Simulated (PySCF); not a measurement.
F2OV, charge +1, multiplicity 1.

```xyz
4

V     -0.2763    -0.0418     0.0000
O      0.2733    -1.4589     0.0000
F      0.2315     0.7018     1.4024
F      0.2315     0.7018    -1.4024
```
Charge +1, spin multiplicity 1.

The structure is a stationary point at B3LYP-D3(BJ)/def2-SVP. The spin state was assumed, not searched. The isomer is the one that the SMILES or the coordinates give; other isomers of the formula were not compared.

Method: KT2/pcSseg-2 run with PySCF. Non-relativistic, no solvent.

Computed absolute GIAO shielding of each atom: isotropic value and principal components (ppm):
| atom | σ(iso) | σ11 | σ22 | σ33 | span |
|---|---|---|---|---|---|
| V1 | -1279.7 | -1772.4 | -1291.9 | -774.8 | 997.5 |
| O2 | -1115.1 | -2128.0 | -1241.1 | 23.8 | 2151.8 |
| F3 | -554.3 | -1377.3 | -201.2 | -84.5 | 1292.8 |
| F4 | -554.3 | -1377.3 | -201.2 | -84.5 | 1292.8 |
